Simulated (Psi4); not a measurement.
H2Cl2Si, charge -1, doublet, at a GFN2-xTB geometry (a state made from the parent by changing its charge; the spin is typed, not shown lowest) (a gas-phase anion, which may not be bound at this level); BLYP/aug-cc-pVDZ run with Psi4 1.11.

Psi4 was given this input:
```
memory 2 GB

molecule {
-1 2
Si    0.00365607    0.07002271   -0.00530607
Cl    2.26795077   -0.18957287    0.06996598
Cl   -2.27586797    0.03793873   -0.05847569
H     0.01104551    0.89550759    1.19548080
H     0.07236210    0.70195473   -1.31653085
}

set {
  basis aug-cc-pvdz
  reference uks
  dft_basis_tolerance 1e-8
}

energy('blyp')
print_variables()
```

Output, abridged:

```
   => Loading Basis Set <=

    Name: AUG-CC-PVDZ
    Role: ORBITAL
    Keyword: BASIS

         ---------------------------------------------------------
                                   SCF
               by Justin Turney, Rob Parrish, Andy Simmonett
                          and Daniel G. A. Smith
                              UKS Reference
         ---------------------------------------------------------

  ==> Geometry <==

    Molecular point group: c1
    Full point group: C1

    Geometry (in Angstrom), charge = -1, multiplicity = 2:

       Center              X                  Y                   Z               Mass
    ------------   -----------------  -----------------  -----------------  -----------------
         SI           0.004561796669     0.087369695734    -0.006620561009    27.976926534650
         CL           2.268856496669    -0.172225884266     0.068651488991    34.968852682000
         CL          -2.274962243331     0.055285715734    -0.059790181009    34.968852682000
         H            0.011951236669     0.912854575734     1.194166308991     1.007825032230
         H            0.073267826669     0.719301715734    -1.317845341009     1.007825032230

  Running in c1 symmetry.

  Rotational constants: A =      3.36425  B =      0.04631  C =      0.04614 [cm^-1]
  Rotational constants: A = 100857.67444  B =   1388.43350  C =   1383.15040 [MHz]
  Nuclear repulsion =  167.545889187844864

  Charge       = -1
  Multiplicity = 2
  Electrons    = 51
  Nalpha       = 26
  Nbeta        = 25

  ==> Algorithm <==

  SCF Algorithm Type is DF.
  DIIS enabled.
  MOM disabled.
  Fractional occupation disabled.
  Guess Type is SAD.
  Energy threshold   = 1.00e-06
  Density threshold  = 1.00e-06
  Integral threshold = 1.00e-12

  ==> Primary Basis <==

  Basis Set: AUG-CC-PVDZ
    Blend: AUG-CC-PVDZ
    Number of shells: 43
    Number of basis functions: 99
    Number of Cartesian functions: 105
    Spherical Harmonics?: true
    Max angular momentum: 2

  ==> DFT Potential <==

   => LibXC <=

    Version 7.1.2
    S. Lehtola, C. Steigemann, M. J. T. Oliveira, and M. A. L. Marques,  SoftwareX 7, 1–5 (2018) (10.1016/j.softx.2017.11.002)

   => Composite Functional: BLYP <=

    BLYP GGA Exchange-Correlation Functional

    P.J. Stephens et. al., J. Phys. Chem., 98, 11623-11627, 1994
    B. Miehlich et. al., Chem. Phys. Lett., 157(3), 200-206 1989

    Deriv               =              1
    GGA                 =           TRUE
    Meta                =          FALSE

    Exchange Hybrid     =          FALSE
    MP2 Hybrid          =          FALSE

   => Exchange Functionals <=

    1.0000     XC_GGA_X_B88

   => Correlation Functionals <=

    1.0000     XC_GGA_C_LYP

   => LibXC Density Thresholds  <==

    XC_GGA_C_LYP:  1.00E-14
    XC_GGA_X_B88:  1.00E-15

   => Molecular Quadrature <=

    Radial Scheme          =       TREUTLER
    Pruning Scheme         =           NONE
    Nuclear Scheme         =       TREUTLER

    Blocking Scheme        =         OCTREE
    BS radius alpha        =              1
    Pruning alpha          =              1
    Radial Points          =             75
    Spherical Points       =            302
    Total Points           =         109292
    Total Blocks           =            886
    Max Points             =            255
    Max Functions          =             99
    Weights Tolerance      =       1.00E-15

   => Loading Basis Set <=

    Name: (AUG-CC-PVDZ AUX)
    Role: JKFIT
    Keyword: DF_BASIS_SCF

  ==> Integral Setup <==

  SCF_SUBTYPE=INCORE selected. In-core MEM_DF algorithm will be used.
  Using in-core AOs.

  ==> MemDFJK: Density-Fitted J/K Matrices <==

    J tasked:                   Yes
    K tasked:                    No
    wK tasked:                   No
    Algorithm:                 Core
    Schwarz Cutoff:           1E-12
    Mask sparsity (%):       0.4693
    Fitting Condition:        1E-10

   => Auxiliary Basis Set <=

  Basis Set: (AUG-CC-PVDZ AUX)
    Blend: AUG-CC-PVDZ-JKFIT
    Number of shells: 144
    Number of basis functions: 448
    Number of Cartesian functions: 520
    Spherical Harmonics?: true
    Max angular momentum: 3

  Minimum eigenvalue in the overlap matrix is 6.3093402390E-04.
  Reciprocal condition number of the overlap matrix is 8.6942349070E-05.
    Using symmetric orthogonalization.

  ==> Pre-Iterations <==

  SCF Guess: Superposition of Atomic Densities via on-the-fly atomic UHF (no occupation information).

   -------------------------
    Irrep   Nso     Nmo
   -------------------------
     A         99      99
   -------------------------
    Total      99      99
   -------------------------

  ==> Iterations <==

                           Total Energy        Delta E     RMS |[F,P]|

   @DF-UKS iter SAD: -1210.81404200200654   -1.21081e+03   0.00000e+00
   @DF-UKS iter   1: -1211.02093164930170   -2.06890e-01   4.72333e-03 DIIS/ADIIS
   @DF-UKS iter   2: -1210.83615613093616    1.84776e-01   6.95294e-03 DIIS/ADIIS
   @DF-UKS iter   3: -1211.19113318493237   -3.54977e-01   6.00026e-04 DIIS/ADIIS
   @DF-UKS iter   4: -1211.19356422897522   -2.43104e-03   2.78629e-04 DIIS/ADIIS
   @DF-UKS iter   5: -1211.19402759335708   -4.63364e-04   1.22265e-04 DIIS/ADIIS
   @DF-UKS iter   6: -1211.19412485226212   -9.72589e-05   2.51897e-05 DIIS
   @DF-UKS iter   7: -1211.19412947823457   -4.62597e-06   9.19938e-06 DIIS
   @DF-UKS iter   8: -1211.19413005383490   -5.75600e-07   8.96482e-07 DIIS
  Energy and wave function converged.

  ==> Post-Iterations <==

   Electrons on quadrature grid:
      Nalpha   =   26.0000069310 ; deviation = 6.931e-06
      Nbeta    =   25.0000031684 ; deviation = 3.168e-06
      Ntotal   =   51.0000100995 ; deviation = 1.010e-05

   @Spin Contamination Metric:   1.664076047E-03
   @S^2 Expected:                7.500000000E-01
   @S^2 Observed:                7.516640760E-01
   @S   Expected:                5.000000000E-01
   @S   Observed:                5.000000000E-01

    Orbital Energies [Eh]
    ---------------------

    Alpha Occupied:

[...]
    Alpha Virtual:

[...]
      99A      2.263116

    Beta Occupied:

[...]
      25A     -0.066722

    Beta Virtual:

[...]
    Final Occupation by Irrep:
              A
    DOCC [    25 ]
    SOCC [     1 ]
    NA   [    26 ]
    NB   [    25 ]

  @DF-UKS Final Energy: -1211.19413005383490

   => Energetics <=

    Nuclear Repulsion Energy =            167.5458891878448640
    One-Electron Energy =               -2017.4562060455748451
    Two-Electron Energy =                 717.0612505925080313
    DFT Exchange-Correlation Energy =     -78.3450637886130323
    Empirical Dispersion Energy =           0.0000000000000000
    VV10 Nonlocal Energy =                  0.0000000000000000
    Total Energy =                      -1211.1941300538348969

  UHF NO Occupations:
  HONO-2 :   24  A 1.9998270
  HONO-1 :   25  A 1.9994640
  HONO-0 :   26  A 1.0000000
  LUNO+0 :   27  A 0.0005360
  LUNO+1 :   28  A 0.0001730
  LUNO+2 :   29  A 0.0000458
  LUNO+3 :   30  A 0.0000269

Computation Completed

Properties will be evaluated at   0.000000,   0.000000,   0.000000 [a0]

Properties computed using the SCF density matrix

 Multipole Moments:

 ------------------------------------------------------------------------------------
     Multipole            Electronic (a.u.)      Nuclear  (a.u.)        Total (a.u.)
 ------------------------------------------------------------------------------------

 L = 1.  Multiply by 2.5417464519 to convert [e a0] to [Debye]
 Dipole X            :         -0.0819955            0.0855791            0.0035836
 Dipole Y            :         -1.5704170            1.6390524            0.0686354
 Dipole Z            :          0.1190006           -0.1242016           -0.0052009
 Magnitude           :                                                    0.0689254

 ------------------------------------------------------------------------------------

  Variable Map:
  ----------------------------------------------------------------------------
[...]
  Array Variable Map:
  ----------------------------------------------------------------------------
[...]
[...]
```
